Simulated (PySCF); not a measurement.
## Atomic charges by several schemes

Compound: C6H12OSi.
Geometry (PBE0-D3(BJ)/def2-SVP, Å), atoms numbered from 1 in this order:
```xyz
20
C6H12OSi angstrom
C      3.1772   -0.0951   -0.6034
C      1.9067   -0.6066    0.0297
O      1.0111    0.4561    0.1792
C     -0.2374    0.0693    0.7070
C     -1.0327    1.2981    1.0504
C     -2.2648    1.4564    0.5484
C     -2.8455    0.4083   -0.3635
Si    -1.4101   -0.8230   -0.5428
H      3.6232    0.6953    0.0182
H      2.9678    0.3298   -1.5961
H      3.9101   -0.9071   -0.7168
H      1.4569   -1.4057   -0.5997
H      2.1194   -1.0723    1.0157
H     -0.0772   -0.5375    1.6257
H     -0.5727    2.0459    1.7052
H     -2.8586    2.3436    0.7976
H     -3.1811    0.8456   -1.3190
H     -3.7368   -0.0651    0.0839
H     -1.7879   -2.2165   -0.1505
H     -0.8229   -0.8497   -1.9167
```

Density: PBE0/pcSseg-1 (PySCF); schemes: Mulliken, IAO, Hirshfeld and ESP-fitted. One conformer (not necessarily the lowest) at the PBE0-D3(BJ)/def2-SVP geometry, without solvent, vibrations or thermal averaging.

Which atoms carry the highest charge in the Mulliken, IAO, Hirshfeld and ESP-fitted schemes?

The schemes don't all agree: Mulliken Si8 (+0.662); IAO Si8 (+0.704); Hirshfeld Si8 (+0.325); ESP-fitted C2 (+0.410).

At which atom do the 4 schemes differ most?

At C4: from -0.174 (Mulliken) to +0.302 e (ESP-fitted), 0.476 e apart.

Tabulate the Mulliken, IAO, Hirshfeld and ESP-fitted charges.

In e:

```
atom                  environment  Mulliken     IAO  Hirshfeld  ESP-fitted
  C1                methyl carbon    -0.281  -0.413     -0.119      -0.381
  C2   sp3 carbon bound to oxygen    +0.001  -0.030     +0.005      +0.410
  O3                 ether oxygen    -0.493  -0.387     -0.137      -0.440
  C4   sp3 carbon bound to oxygen    -0.174  -0.171     -0.043      +0.302
  C5             alkene CH carbon    -0.105  -0.159     -0.059      -0.351
  C6             alkene CH carbon    -0.165  -0.137     -0.041      -0.113
  C7  sp3 carbon bound to silicon    -0.500  -0.543     -0.160      -0.113
 Si8                 SiH2 silicon    +0.662  +0.704     +0.325      +0.244
  H9              methyl hydrogen    +0.123  +0.146     +0.042      +0.102
 H10              methyl hydrogen    +0.123  +0.146     +0.042      +0.103
 H11              methyl hydrogen    +0.113  +0.141     +0.045      +0.092
 H12           methylene hydrogen    +0.096  +0.104     +0.027      -0.054
 H13           methylene hydrogen    +0.095  +0.108     +0.029      -0.040
 H14             methine hydrogen    +0.133  +0.120     +0.028      +0.001
 H15             vinylic hydrogen    +0.105  +0.151     +0.046      +0.170
 H16             vinylic hydrogen    +0.106  +0.147     +0.046      +0.113
 H17           methylene hydrogen    +0.158  +0.154     +0.043      +0.065
 H18           methylene hydrogen    +0.160  +0.155     +0.042      +0.062
 H19                Si–H hydrogen    -0.084  -0.122     -0.083      -0.108
 H20                Si–H hydrogen    -0.073  -0.112     -0.077      -0.065
```

Mean size of the charges over all atoms: IAO 0.207 e, Mulliken 0.187 e, ESP-fitted 0.166 e, Hirshfeld 0.072 e. Each set sums to the total charge, 0, to within 0.001 e. The ESP scheme is a least-squares fit of atom-centred charges to the potential on four shells outside the van der Waals surface, with the total charge fixed. The Hirshfeld scheme weights the molecular density at each point by an atom's share of the summed free-atom densities.

How closely do the schemes follow one another over all atoms?

Correlation coefficient and root-mean-square difference: Mulliken with IAO 0.98, 0.048 e; IAO with Hirshfeld 0.97, 0.170 e; Mulliken with Hirshfeld 0.96, 0.156 e; Hirshfeld with ESP-fitted 0.61, 0.171 e; IAO with ESP-fitted 0.61, 0.217 e; Mulliken with ESP-fitted 0.60, 0.209 e.

Sum the charges by element, for elements with more than one atom.

| element | atoms | Mulliken | IAO | Hirshfeld | ESP-fitted |
| --- | --- | --- | --- | --- | --- |
| C | 6 | -1.224 | -1.453 | -0.418 | -0.245 |
| H | 12 | +1.055 | +1.137 | +0.230 | +0.441 |

The run behind these numbers computed NMR shieldings as well. The run took 85 s of wall time on Intel Xeon at 2.50 GHz, one thread, no GPU, shared host with 64 logical CPUs at a one-minute load of 62, and the process peaked at 0.96 GiB of memory.
